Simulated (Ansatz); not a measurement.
Species: SbF$_{3}$, charge 1, multiplicity 2. SMILES of the parent species: [Sb]([F])([F])[F]

Atoms: Sb1, F2, F3, F4. Bonds: Sb1-F2, Sb1-F3, Sb1-F4.

Bond lengths (Å) and angles (degrees) optimised at HF/STO-3G with Ansatz (an electronic-structure program); HF/6-31G* with LANL2DZ past Ar with Ansatz; MP2/6-31G* with LANL2DZ past Ar with Ansatz, each started from the B3LYP-D3(BJ)/def2-TZVP structure (Ansatz) of the last column. A row stands for all coordinates that are equal there. 6-31G* holds six Cartesian d functions. No wavenumbers were computed at HF/STO-3G, MP2/6-31G* with LANL2DZ past Ar, so these may be saddle points.

| coordinate | HF/STO-3G | HF/6-31G* with LANL2DZ past Ar | MP2/6-31G* with LANL2DZ past Ar | B3LYP-D3(BJ)/def2-TZVP |
|---|---|---|---|---|
| Sb1-F2 | 1.884 | 1.770 | 1.802 | 1.857 |
| F2-Sb1-F3 | 100.6 | 106.5 | 107.0 | 105.3 |

Mean signed difference of all 3 bond lengths from B3LYP-D3(BJ)/def2-TZVP: HF/STO-3G 0.027 Å, HF/6-31G* with LANL2DZ past Ar -0.087 Å, MP2/6-31G* with LANL2DZ past Ar -0.055 Å.
